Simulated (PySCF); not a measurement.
Job for PySCF: R-B3LYP/LANL2DZ on H2OPb (SMILES [OH][PbH]), a point of a bond scan (R = 1.060 Å).

```python
from pyscf import gto, scf, dft, mp
from pyscf.data.elements import chemcore

mol = gto.M(
    atom='''
    Pb   -0.12011852   -0.10155163    0.14050756
    H    -1.48640490    0.02135024   -1.14319190
    O     1.29889476    0.89352213   -1.05799410
    H     0.90957290    1.18412505   -2.00012302
    ''',
    basis='lanl2dz',
    ecp={'Pb': 'lanl2dz'},
    charge=0, spin=0, verbose=3, max_memory=1800)
mf = dft.RKS(mol, xc='b3lyp')
mf.conv_tol = 1e-8
mf.max_cycle = 100
mf.kernel()
if not mf.converged:
    mf = mf.newton().run(mf.mo_coeff, mf.mo_occ)
```

It printed:

```
converged SCF energy = -79.8893031617471
```

Self-consistency was reached.

Cost: about 2.4 core-seconds (a rough figure).
